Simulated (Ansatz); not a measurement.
`C[SiH](F)N[SiH2]F` + `CB[SiH3]` → `CB[SiH](C)F` + `F[SiH2]N[SiH3]`  (redistribution)

Calculated with Ansatz (gas phase, PBE0-D4/def2-TZVP geometries, no zero-point term in ΔE). CCSD(T)/CBS is the MP2 limit (def2-TZVPP, def2-QZVPP) plus CCSD(T) − MP2 in def2-TZVPP, frozen cores. This one scheme is used for every species. DFT in def2-TZVPP. B3LYP here is the variant with VWN-RPA as its local correlation; programs differ in this. Each species was taken in one conformer, which may not be the lowest.

| level | ΔE (kcal/mol) | difference from CCSD(T)/CBS |
| --- | --- | --- |
| PBE-D4 | 8.4 | 0.2 |
| r2SCAN-D4 | 8.8 | 0.6 |
| PBE0-D4 | 8.5 | 0.3 |
| B3LYP-D4 | 7.9 | -0.3 |
| ωB97X-V | 8.0 | -0.2 |
| B2PLYP | 8.0 | -0.2 |
| PBE | 8.3 | 0.1 |
| B3LYP | 7.8 | -0.4 |
| HF/def2-TZVPP | 7.5 | -0.7 |
| MP2/def2-TZVPP | 8.1 | -0.1 |
| CCSD/def2-TZVPP | 8.2 | 0.0 |
| CCSD(T)/def2-TZVPP | 8.4 | 0.2 |
| MP2/def2-QZVPP | 7.9 | -0.3 |
| SCS-MP2/def2-QZVPP | 7.5 | -0.7 |
| HF/CBS(def2) | 7.5 | -0.7 |
| MP2/CBS(def2) | 7.9 | -0.3 |
| CCSD(T)/CBS | 8.2 | 0 |

Largest T1 diagnostic among the species: 0.012.
